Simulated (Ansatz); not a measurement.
A run on BClGeH₄ (`[BH2][GeH2][Cl]`) with other settings.

```yaml
crystal:
  periodic: [false, false, false]
  atoms:
    - {symbol: B, position_ang: [-1.078512, -0.047129, -0.701208]}
    - {symbol: Ge, position_ang: [0.585619, -0.123937, 0.501794]}
    - {symbol: Cl, position_ang: [1.638048, 1.785614, 0.489345]}
    - {symbol: H, position_ang: [-1.704101, -1.080853, -0.842321]}
    - {symbol: H, position_ang: [-1.359688, 0.937825, -1.306578]}
    - {symbol: H, position_ang: [0.271160, -0.396857, 1.900943]}
    - {symbol: H, position_ang: [1.632848, -1.138759, 0.011906]}
basis:
  gaussian: {orbitals: cc-pVDZ, fitting: {mean_field: cc-pVTZ-jkfit}}
hamiltonian: {xc: {name: wB97X-V}}
output: {forces: true}
```

```sh
$ ansatz run in.yaml --threads 2 --pin off --events-out ev --progress --plain --max-ram 4352MiB
```

Shortened log:

```
Functional definition: wB97X-V
527 factors; integrals over basis functions are off by at most 6.0e-2 eV
527 factors; integrals over basis functions are off by at most 6.4e-7 eV
mean field evaluation 1: about -69773.6214 eV, gradient 1.4e1 eV
mean field evaluation 2: about -69774.1294 eV, gradient 8.5e0 eV
mean field evaluation 4: about -69774.3232 eV, gradient 1.5e-1 eV
mean field evaluation 8: about -69774.3289 eV, gradient 3.1e-3 eV
mean field -69774.32891145 eV, -2564.1592927570 hartree, gradient 1.5e-5 eV, S^2 0.000000; 0 other end points of the search recorded, 0 dependent functions left out
reference -69774.32890981 eV, -2564.1592926968 hartree; 29, 29 occupied and 50, 50 virtual orbitals, 527 factors
Total energy: -69774.32890981 eV, -2564.1592926968 hartree
Atom 0 at    -1.078512    -0.047129    -0.701208 Å, force     0.242326    -0.585753    -0.024673 eV/Å
Atom 1 at     0.585619    -0.123937     0.501794 Å, force     0.364591     0.284529    -1.401605 eV/Å
Atom 2 at     1.638048     1.785614     0.489345 Å, force     0.010661     0.088405     0.010969 eV/Å
Atom 3 at    -1.704101    -1.080853    -0.842321 Å, force    -0.030844     0.259376     0.036219 eV/Å
Atom 4 at    -1.359688     0.937825    -1.306578 Å, force    -0.211048     0.279690    -0.131579 eV/Å
Atom 5 at     0.271160    -0.396857     1.900943 Å, force    -0.328219    -0.289328     1.551139 eV/Å
Atom 6 at     1.632848    -1.138759     0.011906 Å, force    -0.047466    -0.036919    -0.040470 eV/Å
Dipole moment:    -0.371688    -0.418931    -0.058485 e Å
```

It took 4.4 s on 2 threads of an Arm Neoverse V1 on a shared host, with 0.35 GiB of host memory at the peak.
